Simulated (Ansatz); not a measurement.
Coupled-cluster diagnostics for Zr₃O₅, Ansatz.

Geometry of the singlet (PBE0-D4/def2-SVP):

```tsv
atom	x (Å)	y (Å)	z (Å)
Zr1	-0.196	-1.207	0.509
Zr2	-1.073	1.022	-1.611
Zr3	0.276	1.748	1.283
O4	0.293	1.075	-2.683
O5	-0.834	2.352	-0.096
O6	0.450	-3.064	0.435
O7	-0.396	0.144	2.010
O8	1.480	-2.071	0.153
```

In the def2 sets Zr takes a core potential; there is no spin–orbit coupling. Correlated methods freeze 5 core orbitals; core or outer-core shells of Zr are correlated, in sets that lack core-valence functions. The structure holds one bond between oxygen atoms, so isomers without such links may lie far lower. Another isomer (singlet) lies 5.89 eV lower at PBE0-D4/def2-TZVP; other spin states weren't run for this one.

Problem. Estimate the CCSD(T) correlation energy, the shares of MP2 and (T), T1 and the reference's ⟨S²⟩ for: charge 0, singlet, own geometry in def2-SVP; and the rough time on 4 threads of Intel Xeon on a shared host.

Solution. 
| state | basis | correlation (eV) | MP2 share (%) | (T) share (%) | T1 | ⟨S²⟩ (pure) | wall time | remarks |
| --- | --- | --- | --- | --- | --- | --- | --- | --- |
| charge 0, singlet, own geometry | def2-SVP | -47.911 | 97.8 | 5.0 | 0.032 | 0.00 (0.00) | 4.1 min | restricted SCF unstable |
Customary marks for T1 are 0.02 (closed shells), 0.045 (open shells) and about 0.05 (3d metals). T1 exceeds 0.02 in 1 of 1 rows and 0.045 in 0; the higher it lies, the less the single-reference result can be trusted.
